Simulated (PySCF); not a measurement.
Match the calculated data to a structure.

All candidates are C6H10O.

| technique | computed result |
| --- | --- |
| Rotational structure | rotational constants A, B, C: 4.974, 1.556, 1.203 GHz [PBE0-D3(BJ)/def2-SVP] |
| Valence photoelectron | vertical ionisation energy: 8.67 eV [ΔSCF wB97X-D/def2-SVPD] |
| 1H NMR | chemical shifts (computed TMS as zero) by class: 6.52 (1 H), 5.87 (1 H), 5.41 (1 H), 5.19 (1 H), 5.09 (1 H), 3.83 (2 H), 3.42 (3 H) ppm [GIAO PBE0/pcSseg-1] |
| Couplings | largest of the computed one-bond spin–spin couplings (means over like bonds): 13C–1H +175.0, 13C–1H +171.4, 13C–1H +166.4, 13C–1H +163.4, 13C–1H +161.7, 13C–1H +145.0 (×3), 13C–1H +142.3 (×2), 13C–13C +78.0 Hz [B3LYP/pcJ-1, spin–dipole term left out] |
| 13C NMR | chemical shifts (computed TMS as zero) by class: 148.7 (1 C), 145.7 (1 C), 124.9 (1 C), 116.9 (1 C), 72.2 (1 C), 59.0 (1 C) ppm [GIAO PBE0/pcSseg-1] |
| UV, first state | lowest singlet excitation: 5.84 eV (212 nm, f = 0.590) [TDDFT wB97X-D/def2-SVPD] |
| Triplet | lowest triplet excitation (Tamm–Dancoff): 3.31 eV [TDA wB97X-D/def2-SVPD] |
| Polarisability | 82.9 au [wB97X-D/def2-SVPD] |
| Dipole | 1.19 D [wB97X-D/def2-SVPD] |
| NMR, other nuclei | isotropic shieldings of nuclei other than C and H, by class: 324 (1 O) ppm [GIAO PBE0/pcSseg-1] |

Gas-phase values; electronic properties from PySCF, density fitting. Levels stand in brackets. The structure is a single PBE0-D3(BJ)/def2-SVP conformer in the gas phase; no vibrational or solvent corrections. NMR classes are plain means over equivalent atoms (diastereotopic ones count apart unless rotation or inversion swaps them), as if these changed places fast.

Question: Which candidate is it?
A. `O=C1CCCCC1`
B. `C=CC(=C)COC`
C. `O[C@H]1CC=CCC1`

Answer: B. It is `C=CC(=C)COC`. Numbering: `[CH2:1]=[CH:2][C:3](=[CH2:4])[CH2:5][O:6][CH3:7]`. Its formula, C6H10O, gives 2 degrees of unsaturation: 0 rings and 2 π bonds in the structure found. 6 carbons fall into 6 classes; from least to most shielded: fully substituted alkene carbon [C3] (148.7 ppm), alkene CH carbon [C2] (145.7 ppm), terminal =CH2 carbon [C4] (124.9 ppm), terminal =CH2 carbon [C1] (116.9 ppm), sp3 carbon bound to oxygen [C5] (72.2 ppm), methoxy carbon [C7] (59.0 ppm). Hydrogen classes from least to most shielded: 1 H on an alkene CH carbon, C2 (6.52 ppm), 1 H on a terminal =CH2 carbon, C4 (5.87 ppm), 1 H on a terminal =CH2 carbon, C4 (5.41 ppm), 1 H on a terminal =CH2 carbon, C1 (5.19 ppm), 1 H on a terminal =CH2 carbon, C1 (5.09 ppm), 2 H on an sp3 carbon bound to oxygen, C5 (3.83 ppm), 3 H on a methoxy carbon, C7 (3.42 ppm, a mean of values up to 0.6 ppm apart in this geometry). The other shieldings belong to: 324 ppm, ether oxygen [O6]. The couplings run between: +175.0 Hz, terminal =CH2 carbon [C4] and its hydrogen; +171.4 Hz, terminal =CH2 carbon [C1] and its hydrogen; +166.4 Hz, terminal =CH2 carbon [C4] and its hydrogen; +163.4 Hz, terminal =CH2 carbon [C1] and its hydrogen; +161.7 Hz, alkene CH carbon [C2] and its hydrogen; +145.0 Hz, methoxy carbon [C7] and its hydrogen (with 2 like pairs); +142.3 Hz, sp3 carbon bound to oxygen [C5] and its hydrogen (with 1 like pair); +78.0 Hz, fully substituted alkene carbon [C3] and terminal =CH2 carbon [C4]. The first electron is taken from the HOMO, whose largest Löwdin shares are 0.27 on a terminal =CH2 carbon, 0.23 on a terminal =CH2 carbon, 0.21 on the fully substituted alkene carbon and 0.16 on the alkene CH carbon. The optimised geometry has point group Cs and is an asymmetric top.

The others, at the same levels:
- `O[C@H]1CC=CCC1` fails: its computed 13C shifts are 135.9 (1 C), 133.9 (1 C), 68.0 (1 C), 39.9 (1 C), 35.6 (1 C), 29.0 (1 C) ppm, 1H shifts are 5.81 (1 H), 5.78 (1 H), 3.42 (1 H), 2.45 (1 H), 2.27 (1 H), 2.07 (1 H), 1.87 (1 H), 1.53 (1 H), 0.95 (1 H), -0.57 (1 H) ppm and rotational constant A is 4.603 GHz (against 4.974 GHz).
- `O=C1CCCCC1` fails: it has 4 carbon classes against 6; its computed 13C shifts are 211.5 (1 C), 44.0 (2 C), 29.5 (2 C), 27.6 (1 C) ppm, 1H shifts are 2.12 (4 H), 1.71 (4 H), 1.55 (2 H) ppm and lowest singlet excitation is 4.34 eV (285 nm, f = 0.000) (against 5.84 eV).

Each candidate is one conformer, not necessarily the lowest. Dipoles, sizes and rotational constants follow the conformer. The torsions of the flexible species, by atom-mapped SMILES:
- `[CH2:1]=[CH:2][C:3](=[CH2:4])[CH2:5][O:6][CH3:7]`: C1–C2–C3–C4 180°, C2–C3–C5–O6 180°, C3–C5–O6–C7 180°

The conformers of `O[C@H]1CC=CCC1` and `O=C1CCCCC1` aren't listed.
